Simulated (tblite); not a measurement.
C7H15FSi.
InChI=1S/C7H15FSi/c1-6(2)4-5(9)7(6,3)8/h5H,4H2,1-3,9H3/t5-,7-/m1/s1

Calculated harmonic vibrations of the isolated species, GFN2-xTB (tblite), most abundant isotopes, no scaling. Against measured fundamentals such values can be off by several per cent, at times by over 20. Modes of hydrogen on silicon can be 10 to 20 % off.

Harmonic wavenumbers (cm⁻¹): 56.0, 116.2, 139.8, 164.2, 183.2, 210.5, 231.7, 258.2, 291.9, 320.9, 342.9, 356.9, 394.4, 468.8, 484.9, 525.9, 573.5, 638.6, 696.9, 735.0, 767.7, 782.5, 797.9, 892.9, 920.8, 930.8, 965.8, 969.9, 1002.4, 1013.8, 1049.1, 1071.0, 1081.1, 1128.3, 1181.5, 1204.7, 1222.8, 1243.3, 1253.2, 1274.5, 1293.9, 1392.7, 1404.0, 1418.9, 1475.2, 1483.2, 1484.9, 1490.8, 1495.7, 1505.4, 1511.8, 2241.8, 2286.9, 2290.1, 2953.5, 2989.1, 3002.4, 3022.4, 3026.8, 3027.9, 3030.0, 3035.3, 3038.5, 3042.8, 3054.9, 3059.5.

A = 1938, B = 1088, C = 981.4 MHz; mass 146.093 u (most abundant isotopes); point group C1, symmetry number 1.

Q: Zero-point energy?

A: Half the sum of the wavenumbers: 43501 cm⁻¹ = 520.39 kJ/mol.

Q: Give the ideal-gas entropy at 500 K and 1 bar in the rigid-rotor, harmonic-oscillator model (classical rotation).

A: Translation 181.76, rotation 129.59, vibration 244.92: S = 556.3 J/(mol K).

Q: And Cp and H(500 K) − H(0)?

A: Cp = 294.44 J/(mol K), of which vibrations give 261.18 (their classical limit is 66 R = 548.8); H(500 K) − H(0) = 83.00 kJ/mol without the zero-point energy, 66.37 from vibrations.

Q: What must be added to the electronic energy to get the Gibbs energy at 500 K and 1 bar?

A: ZPE + [H(500 K) − H(0)] − T·S = 520.39 + 83.00 − 278.14 = 325.25 kJ/mol.

Q: How do the functions run with temperature in this model?

A: 
```json
{"T (K)": "50", "S (J/(mol K))": "243.0", "Cp (J/(mol K))": "50.6", "H − H(0) (kJ/mol)": "1.95", "G − H(0) (kJ/mol)": "-10.20", "ln q(vib)": "0.30"}
{"T (K)": "100", "S (J/(mol K))": "288.2", "Cp (J/(mol K))": "83.6", "H − H(0) (kJ/mol)": "5.31", "G − H(0) (kJ/mol)": "-23.51", "ln q(vib)": "1.27"}
{"T (K)": "298.15", "S (J/(mol K))": "430.7", "Cp (J/(mol K))": "195.2", "H − H(0) (kJ/mol)": "33.11", "G − H(0) (kJ/mol)": "-95.31", "ln q(vib)": "7.07"}
{"T (K)": "373.15", "S (J/(mol K))": "478.9", "Cp (J/(mol K))": "235.3", "H − H(0) (kJ/mol)": "49.27", "G − H(0) (kJ/mol)": "-129.43", "ln q(vib)": "9.44"}
{"T (K)": "750", "S (J/(mol K))": "692.8", "Cp (J/(mol K))": "378.3", "H − H(0) (kJ/mol)": "167.86", "G − H(0) (kJ/mol)": "-351.71", "ln q(vib)": "21.33"}
{"T (K)": "1000", "S (J/(mol K))": "809.7", "Cp (J/(mol K))": "433.5", "H − H(0) (kJ/mol)": "269.78", "G − H(0) (kJ/mol)": "-539.88", "ln q(vib)": "28.71"}
```

q(vib) and H(0) count from the zero-point level.

Q: Which modes carry the vibrational entropy at 500 K?

A: 56.0 cm⁻¹: 23.50; 116.2 cm⁻¹: 17.46; 139.8 cm⁻¹: 15.94; 164.2 cm⁻¹: 14.62; 183.2 cm⁻¹: 13.73; 210.5 cm⁻¹: 12.61 J/(mol K); the other 60 give 147.05 together.

Hindered rotation and anharmonicity are outside this model. The structure is chiral; the term R ln 2 for an equal mix with its mirror image is left out.
